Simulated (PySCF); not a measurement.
Species: 4-fluorobenzoyl chloride, C₇H₄ClFO.
SMILES with atom numbers: `[O:1]=[C:2]([Cl:3])[c:4]1[cH:5][cH:6][c:7]([F:8])[cH:9][cH:10]1` (hydrogens: H11 on C5; H12 on C6; H13 on C9; H14 on C10)

Geometry (GFN2-xTB, Å), atoms numbered from 1 in this order:
```xyz
14
C7H4ClFO angstrom
O      2.851    1.369   -0.333
C      2.305    0.344   -0.075
Cl     3.296   -1.078    0.295
C      0.860    0.107   -0.023
C      0.288   -1.128    0.285
C     -1.085   -1.269    0.312
C     -1.879   -0.169    0.030
F     -3.213   -0.307    0.058
C     -1.338    1.069   -0.279
C      0.035    1.201   -0.305
H      0.921   -1.974    0.502
H     -1.546   -2.215    0.548
H     -1.990    1.901   -0.493
H      0.492    2.150   -0.542
```

Computed, not measured: PySCF 2.14.0, density-fitted response routines, TDDFT PBE0/def2-SVPD, vertical, gas phase, core orbitals frozen in the response.

Kohn–Sham orbitals with the atoms that hold most of them (Löwdin shares over 4%, at most four atoms; ? is withheld):

| orbital | ε (eV) | atoms |
| --- | --- | --- |
| LUMO+2 | 0.38 | Cl3 39%, C2 18%, O1 6%, H11 6% |
| LUMO+1 | -1.19 | C5 20%, C9 19%, C10 18%, C6 18% |
| LUMO | -2.36 | ? |
| HOMO | -8.09 | C4 22%, C7 19%, C6 11%, F8 10% |
| HOMO-1 | -8.43 | ? |
| HOMO-2 | -8.67 | O1 54%, Cl3 31%, C2 6%, C4 4% |
| HOMO-3 | -9.49 | Cl3 73%, O1 15%, C2 10% |

Question: Give the leading atoms of the LUMO.

Answer: C2 (bonded to C, Cl and O) 21%; O1 (bonded to C) 18%; C7 (bonded to 2 C and F) 12%; C4 (bonded to 3 C) 10%. By element: carbon 44% or more, oxygen 18%.

Question: Give the leading atoms of the HOMO-1.

Answer: C9 (bonded to 2 C and H) 22%; C5 (bonded to 2 C and H) 20%; C10 (bonded to 2 C and H) 20%; C6 (bonded to 2 C and H) 19%.

Question: How does S1 compare with the orbital gap of 5.73 eV?

Answer: S1 is at 4.53 eV (f = 0.0000), 1.20 eV below the gap, made of HOMO-2→LUMO (94%). Its leading pair isn't HOMO and LUMO; the energies of that pair differ by 6.31 eV. 

Question: Give energy, strength and leading configuration of S1, S2, S3 and S7, and follow the Löwdin shares of the leading atoms from the occupied to the empty orbital.

Answer: 
- S1 (4.53 eV, f 0.0000), HOMO-2→LUMO (94%): O1 54% → 18%, Cl3 31% → at most 11%, C2 6% → 21%
- S2 (4.97 eV, f 0.0085), HOMO-1→LUMO (79%): C9 22% → at most 11%, C5 20% → at most 11%, C2 at most 20% → 21%, O1 at most 20% → 18%
- S3 (5.15 eV, f 0.315), HOMO→LUMO (93%): C4 22% → 10%, C7 19% → 12%, C2 at most 11% → 21%, O1 at most 11% → 18%
- S7 (6.44 eV, f 0.0000), HOMO-2→LUMO+1 (99%): O1 54% → at most 18%, Cl3 31% → at most 18%, C5 at most 5% → 20%, C9 at most 5% → 19%

Löwdin shares depend on the basis, the more so with diffuse functions.

One conformer stands for the species.
